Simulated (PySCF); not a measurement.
A calculated (UHF, PySCF 2.14, aug-cc-pVDZ, the non-relativistic Hamiltonian (point nucleus)) atom or ion has these occupied shells.

```json
{"shell": "1s", "electrons": "2", "orbital energy (eV)": "-154.24", "rms radius, mean of both spins (bohr)": "0.482"}
```

(1) Name the element and its charge.

Results:

(1) Be²⁺ (beryllium, charge +2), in 1s2, closed-shell 1S.
